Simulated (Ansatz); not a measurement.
Geometry optimisation, RHF/def2-SVP (Ansatz).

input.yaml

```yaml
crystal:
  periodic: [false, false, false]
  atoms:
    - { symbol: W, position_ang: [0.0, 0.0, 0.0] }
    - { symbol: H, position_ang: [0.0, 0.0, 2.07] }
    - { symbol: F, position_ang: [1.85, 0.0, 0.0] }
    - { symbol: F, position_ang: [0.0, 1.85, 0.0] }
    - { symbol: Cl, position_ang: [-2.39, 0.0, 0.0] }
    - { symbol: O, position_ang: [0.0, -1.94, 0.0] }
    - { symbol: H, position_ang: [0.3816, -2.2771, 0.8723] }
    - { symbol: F, position_ang: [0.0, 0.0, -1.85] }
    - { symbol: Cl, position_ang: [-1.9177, 1.685, 0.8482] }
    - { symbol: H, position_ang: [-0.7737, 0.6798, 2.0759] }
basis:
  gaussian: { orbitals: def2-SVP }
hamiltonian:
  xc: hf
relax:
  f_tol: 0.15
  max_steps: 25
  restrain:
    - { distance: [0, 8], at: 2.39, k: 30.0 }
    - { distance: [9, 1], at: 0.66, k: 30.0 }
    - { distance: [0, 1], at: 2.92, k: 30.0 }
    - { distance: [9, 8], at: 2.57, k: 30.0 }
output:
  orbitals: {}
```

Command:

```bash
$ ansatz run input.yaml --threads 4 --pin off --max-ram 5120MiB --backend cpu --events-out ev --progress --plain --runs-dir out
```

Where does it end, and by what steps?

It did not converge within its limit. The restraints hold the end off the free minimum. After 24 steps the energy has fallen by 5.692 eV (the restraints' own energy left out); Cl5 moved furthest, 1.82 Å. Parted: W1–H2 (2.07 → 2.93 Å), W1–Cl5 (2.39 → 3.73 Å). Joined: H2–H10 (1.03 → 0.71 Å).

```csv
step,energy less start (eV),largest force component (eV/Å),accepted
0,0.0000,7.486,yes
1,-1.6095,5.939,yes
2,-2.3877,5.080,yes
3,-3.0911,4.500,yes
4,-3.8937,3.467,yes
5,-4.4894,2.782,yes
6,-4.8395,3.265,yes
7,-5.0727,2.633,yes
8,-5.0558,2.803,yes
9,-5.2223,2.421,yes
10,-5.2834,2.244,yes
11,-5.3612,1.925,yes
12,-5.4309,1.570,yes
13,-5.4788,1.403,yes
14,-5.4986,1.291,yes
15,-5.5402,1.168,yes
16,-5.5625,1.348,yes
17,-5.6015,1.263,yes
18,-5.6659,1.143,yes
19,-5.6535,1.109,yes
20,-5.6663,1.136,yes
21,-5.7013,1.183,no
22,-5.6730,1.136,yes
23,-5.6950,1.071,yes
24,-5.6923,1.078,yes
```

```xyz
10
Properties=species:S:1:pos:R:3
W 0.136 0.073 -0.336
H -0.309 0.043 2.563
F 1.968 -0.155 -0.844
F 0.428 1.759 0.359
Cl -3.335 1.368 -0.748
O 0.467 -1.382 0.847
H 1.342 -1.739 0.740
F -0.613 -0.770 -1.811
Cl -2.120 0.283 0.516
H -0.815 0.519 2.732
```

Time of the run: 56 s on 4 threads of Arm Neoverse V2 (shared host), peak memory 0.45 GiB.
